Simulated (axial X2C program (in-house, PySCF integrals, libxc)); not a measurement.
**Spin–orbit effects down a group: molecules with O (ions), HF**

All values come from calculations with an in-house all-electron X2C program for linear molecules (integrals from PySCF), spin-free (one-electron X2C) or two-component (2c: spin–orbit coupling with atomic mean-field Coulomb and Gaunt terms, which also bring small scalar terms), in Dyall basis sets with cores contracted in-house; open shells are unrestricted.

Basis sets: Al dyall-av3z, B dyall-av3z, Ga dyall-acv3z, In dyall-acv3z, O dyall-av3z.

| molecule | spin-free state | Re (Å) | ωe (cm⁻¹) | De (eV) | 2c state | Re 2c (Å) | ωe 2c (cm⁻¹) | De 2c (eV) |
| --- | --- | --- | --- | --- | --- | --- | --- | --- |
| BO⁻ | M_S = 0, Λ = 0 | 1.216 | 1861.3 | n/a | Ω = 0 | 1.216 | 1861.4 | n/a |
| AlO⁻ | M_S = 0, Λ = 0 | 1.615 | 1071.4 | n/a | Ω = 0 | 1.615 | 1071.5 | n/a |
| GaO⁻ | ? | ? | ? | ? | ? | ? | ? | ? |
| InO⁻ | M_S = 0, Λ = 0 | 1.885 | 770.8 | n/a | Ω = 0 | 1.885 | 770.1 | n/a |

(1) Estimate the 2c Re and ωe of GaO⁻ as the mean of its neighbours in the table.

Fragments in 2c: O + B-, Al- + O, Ga- + O, In- + O. Each entry is the lowest single determinant of a limited PBE0 search at one distance. De goes to single-determinant-based atoms at the same level (for ions the charge split of lowest energy) and is withheld (n/a) where an atom does not fit its ground term or J level. Main or longest-lived isotopes.

Results:

(1) Re ≈ 1.750 Å, ωe ≈ 920.8 cm⁻¹. The HF runs give the row below, so the estimate misses by 0.069 Å and 19.3 cm⁻¹.

```tsv
molecule	spin-free state	Re (Å)	ωe (cm⁻¹)	De (eV)	2c state	Re 2c (Å)	ωe 2c (cm⁻¹)	De 2c (eV)
GaO⁻	M_S = 0, Λ = 0	1.681	901.8	n/a	Ω = 0	1.681	901.5	n/a
```
